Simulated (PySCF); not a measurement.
Static response to an electric field

Species: C4H4F3N.
Cartesian coordinates in Å at the GFN2-xTB level; atoms count from 1:
```xyz
12
C4H4F3N angstrom
C      1.3535   -0.0072    0.2077
C     -0.0207    0.2959   -0.3998
C     -0.5474    1.5405    0.1251
N     -0.9393    2.5236    0.5502
C     -1.0011   -0.8377   -0.0894
F     -1.1674   -1.0308    1.2223
F     -0.5688   -2.0010   -0.5993
F     -2.2127   -0.6176   -0.6135
H      1.2759   -0.0987    1.2891
H      2.0456    0.7973   -0.0269
H      1.7404   -0.9386   -0.1991
H      0.0431    0.3736   -1.4924
```

Level: wB97X-D/def2-SVPD (PySCF), static field, nuclei fixed, core orbitals frozen in the response. The polarisability tensor in these axes (au):

```
x   52.76 -4.06 -0.54
y   -4.06 59.95  4.12
z   -0.54  4.12 46.94
```

Task: What are the eigenvalues, a third of the trace, and Δα (Δα² = ½Σ(αi − αj)² over the three pairs)?

Result: Principal values 45.68, 51.19 and 62.78 au; mean 53.22 au = 7.89 Å³ = 8.77 × 10⁻⁴⁰ C²·m²/J; Δα = 15.12 au (28 % of the mean).

Task: What is the dipole moment, and where does it point?

Result: (3.01, -1.64, -1.54) D, 3.76 D in size, pointing from the negative to the positive side. Measured along this direction, the outermost atoms are N4 at the negative end and H11 at the positive end.

Task: Rayleigh depolarisation ratio (linearly polarised light, static tensor)?

Result: ρ = 3Δα²/(45ᾱ² + 4Δα²) = 685.8/(127436 + 914.3) = 0.00534.

Task: Find the Langevin capture rate constant for NH4+ (18.034 u) meeting this molecule (123.030 u), k = 2.342 × 10⁻⁹ cm³/s × √(α in Å³ / reduced mass in u).

Result: The reduced mass is 15.73 u, so k = 1.66 × 10⁻⁹ cm³/s. The formula leaves out the permanent dipole, which adds to the capture rate.

Task: In a dilute gas of rigid molecules at 350 K, how does the orientational term μ²/3kT compare with the electronic polarisability?

Result: In Gaussian units μ²/3kT = 97.33 Å³ against 7.89 Å³, a ratio of 12.34; the Debye molar polarisation (4π/3)N_A(α + μ²/3kT) is 265.4 cm³/mol, leaving out the vibrational part.

Task: Along which axes do the principal values lie, and how far do the nuclei extend along each?

Result: Largest value along (-0.38, 0.89, 0.25), where the nuclei span 4.47 Å; middle along (0.92, 0.33, 0.20), 4.51 Å; least along (-0.10, -0.30, 0.95), 3.12 Å. 

Geometry: GFN2-xTB; no solvent, vibrations or thermal averaging.

The run behind these numbers computed excited states as well. On an Arm Neoverse V1 with one thread, on a shared host, this took 36 s of wall time and 0.85 GiB of memory at its peak.
